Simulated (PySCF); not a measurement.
Species: phenyl trifluoromethyl sulfide, C7H5F3S.
Numbering: `[F:1][C:2]([F:3])([F:4])[S:5][c:6]1[cH:7][cH:8][cH:9][cH:10][cH:11]1`

Geometry (GFN2-xTB, Å), atoms numbered from 1 in this order:
```
atom  x, y, z in Å
F1     2.4933    1.3628    0.4466
C2     2.7517    0.1446   -0.0384
F3     2.4283    0.1741   -1.3345
F4     4.0616   -0.0527    0.0458
S5     1.8460   -1.1560    0.8639
C6     0.2060   -0.5714    0.4135
C7    -0.4292    0.3572    1.2198
C8    -1.6817    0.8175    0.8520
C9    -2.2842    0.3469   -0.3032
C10   -1.6396   -0.5885   -1.0960
C11   -0.3875   -1.0574   -0.7386
H12    0.0538    0.7166    2.1150
H13   -2.1856    1.5441    1.4706
H14   -3.2598    0.7112   -0.5872
H15   -2.1099   -0.9559   -1.9949
H16    0.1292   -1.7842   -1.3459
```

Probes without a nucleus sit at each ring's centroid and 1 Å off its mean plane on both sides; NICS is minus the shielding there, NICSzz its component along the normal. Level: GIAO PBE0/pcSseg-1 (PySCF, non-relativistic, gas phase) on the GFN2-xTB geometry, one conformer.

Ring bond lengths (Å), with Mayer bond orders in brackets: C6–C7 1.384 (1.36), C7–C8 1.384 (1.43), C8–C9 1.385 (1.43), C9–C10 1.385 (1.43), C10–C11 1.384 (1.43), C11–C6 1.384 (1.35).

Question: Give the NICS values of each ring in ppm.

Answer: 
| ring | type | NICS(0) | NICS(1), two faces | NICS(1)zz, two faces | rms pucker (Å) | centre to ring atoms, mean (Å) |
| --- | --- | --- | --- | --- | --- | --- |
| C6–C7–C8–C9–C10–C11 | 6-membered carbocycle; formal bonds all aromatic | -8.7 | -11.3 / -11.3 | -29.3 / -28.5 | 0.00 | 1.38 |

Question: What do they say, and how far can they be read as aromaticity?

Answer: 
- C6–C7–C8–C9–C10–C11: mean NICS(1)zz -28.9 ppm, shielded, aromatic by this magnetic criterion (flat ring, no four-coordinate atom).

Question: What does the geometric index give? HOMA = 1 − mean of α(R − Ropt)² over the ring bonds, with Krygowski's 1993 parameters (CC: Ropt 1.388 Å, α 257.7 Å⁻²).

Answer: 
- C6–C7–C8–C9–C10–C11: HOMA 1.00 = 1 − EN − GEO, with mean bond length 1.384 Å, EN = α(Ropt − mean)² = 0.003 and GEO = α × variance = 0.000. The geometric and the magnetic index point the same way.

Question: At the first NICS(1) probe listed for ring C6–C7–C8–C9–C10–C11, 1 Å off the ring, how large is the induced field along the normal in 7.05 T applied along it?

Answer: NICSzz × B0 = -29.3 ppm × 7.05 T = -207 μT, against the applied field.

Question: How shielded are the nuclei of the rings and their hydrogens (means over atoms taken as equivalent)?

Answer: 
```csv
atoms,environment,σ isotropic (ppm)
C6,substituted aromatic carbon,52.5
C7 (×2),aromatic CH carbon,42.4
C8 (×2),aromatic CH carbon,52.0
C9,aromatic CH carbon,50.3
H12 (×2),aromatic hydrogen,23.51
H13 (×2),aromatic hydrogen,23.95
H14,aromatic hydrogen,23.89
```
